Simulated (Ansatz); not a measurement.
Born–Oppenheimer molecular dynamics of H₆OSiZn (9 atoms, charge 0, multiplicity 1). It starts at the highest image of a converged band. Of that band: Neighbouring images differ by up to 2.3 eV, so the band resolves the path poorly. A vibrational analysis at the climbing image gives one clearly imaginary mode, 1573i cm⁻¹: a first-order saddle point.

Computed with RKS BHLYP-D4/def2-SVP in Ansatz 0.2.0.

```json
{"ensemble": "NVE (velocity Verlet)", "time step": "0.5 fs", "steps asked": "200", "starting velocities drawn for": "300 K", "seed": "7209"}
```

First frame:

```xyz
9
Properties=species:S:1:pos:R:3
Zn -1.026 0.111 -0.447
Si 1.401 -0.143 0.594
O -1.504 0.223 -2.154
H -0.491 -0.013 1.052
H -1.664 0.089 1.154
H 1.655 -0.425 2.032
H 2.107 1.116 0.244
H 1.968 -1.266 -0.195
H -2.446 0.310 -2.280
```

(1) How far do the bonds stretch over the last three quarters of this one trajectory? (Pairs bonded in most of those frames.)

Answers

(1) 
| bond | mean (Å) | spread (Å) | shortest | longest |
| --- | --- | --- | --- | --- |
| Zn1–O3 | 1.813 | 0.040 | 1.74 | 1.87 |
| Zn1–H5 | 1.589 | 0.065 | 1.47 | 1.70 |
| Si2–H4 | 1.523 | 0.118 | 1.34 | 1.70 |
| Si2–H6 | 1.487 | 0.049 | 1.41 | 1.57 |
| Si2–H7 | 1.483 | 0.010 | 1.47 | 1.51 |
| Si2–H8 | 1.481 | 0.012 | 1.46 | 1.51 |
| O3–H9 | 0.956 | 0.026 | 0.92 | 1.00 |

Mean temperature of the second half: 2033 K. The conserved energy stayed within 0.44 meV per atom of its start (net change -0.017 meV per atom), so the integration is sound. The kinetic energy rose, since the run started high on the potential surface and went downhill. It ends in pieces (H2OZn + H4Si), so much of that is their flight and rotation, not heat. A run of 0.1 ps of so small a system gives no equilibrium averages. The orbitals stay closed-shell, which can raise the energy where a bond breaks towards radicals; this wasn't checked here.

The run took 5.7 min on 2 threads of Intel(R) Xeon(R) Platinum 8488C (Sapphire Rapids), with other jobs on the host, peak memory 0.21 GiB.
